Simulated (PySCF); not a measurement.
A structure optimised at PBE-D3(BJ)/def2-SVP, used in a PySCF frequency run:

```xyz
10

F      0.0211     1.2608     2.5604
C      0.0000     0.0000     2.0837
F     -1.1025    -0.6121     2.5604
F      1.0813    -0.6487     2.5604
C      0.0000     0.0000     0.6091
C      0.0000     0.0000    -0.6091
C      0.0000     0.0000    -2.0837
F      0.0211    -1.2608    -2.5604
F     -1.1025     0.6121    -2.5604
F      1.0813     0.6487    -2.5604
```
Charge 0, spin multiplicity 1.

Task: Write its SMILES, formula and point group.

Result: FC(F)(F)C#CC(F)(F)F, C4F6, D3

Task: What are its rotational constants (standard atomic weights)?

Result: 2.7881, 0.53135, 0.53135 GHz
